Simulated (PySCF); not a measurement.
## Ge (germanium, neutral): UHF calculation

Configuration: [Ar] 3d10 4s2 4p2, high-spin 3P determinant. All numbers are calculated (PySCF 2.14, no relativity, point nucleus, in dyall-av2z (16s12p8d, 92 functions)).

- Total energy: -2075.339058 hartree
- One-electron energy: -2895.0559 hartree
- Hartree (Coulomb) energy: 897.2043 hartree
- Exchange energy: -77.4875 hartree
- Kinetic energy: 2075.36562 hartree
- ⟨S²⟩: 2.0109
- ⟨L²⟩: 2.031
- Sum of ⟨r⟩: 24.23 bohr
- Sum of ⟨r²⟩: 41.81 bohr²
- Traceless quadrupole moment −½Σ⟨3z² − r²⟩ along its main axis: 3.93 e·bohr²
- Density at the nucleus (Gaussians lack the cusp): 22200 bohr⁻³
- Spin density at the nucleus: -0.432 bohr⁻³
- Langevin diamagnetic susceptibility: -33.1 ×10⁻⁶ cm³/mol

| shell | electrons | mean orbital energy (hartree) | spread (hartree) | rms radius, mean of both spins (bohr) |
| --- | --- | --- | --- | --- |
| 1s α | 1 | -405.24671 | 0 | 0.0554 |
| 1s β | 1 | -405.24278 | 0 | 0.0554 |
| 2s α | 1 | -52.15136 | 0 | 0.231 |
| 2s β | 1 | -52.15061 | 0 | 0.231 |
| 2p α | 3 | -46.23883 | 0.00092 | 0.205 |
| 2p β | 3 | -46.23529 | 0.00401 | 0.205 |
| 3s α | 1 | -7.19465 | 0 | 0.678 |
| 3s β | 1 | -7.18858 | 0 | 0.678 |
| 3p α | 3 | -5.16713 | 0.00057 | 0.705 |
| 3p β | 3 | -5.15796 | 0.01434 | 0.705 |
| 3d α | 5 | -1.63754 | 0.00922 | 0.811 |
| 3d β | 5 | -1.63341 | 0.01456 | 0.811 |
| 4s α | 1 | -0.63113 | 0 | 2.40 |
| 4s β | 1 | -0.48181 | 0 | 2.40 |
| 4p α | 2 | -0.29118 | 0 | 3.12 |

Spin-orbit constants ζ (cm⁻¹) from the X2C one-electron operator on these orbitals (non-relativistic here): bare nucleus, nucleus screened by l(l+1)(2l+1)/3 electrons, and screened by the Breit-Pauli mean field of the electrons.

```
shell    bare  screened nucleus  mean field
   2p  167000            156500      151600
   3p   21980             20610       19800
   3d    2605              1791        1655
   4p   847.5             794.6       755.1
```

To first order the Landé constant is A = 377.6 cm⁻¹, so the lowest level has J = 0 and lies 0.0936 eV below the centre of the term. This holds in LS coupling only.
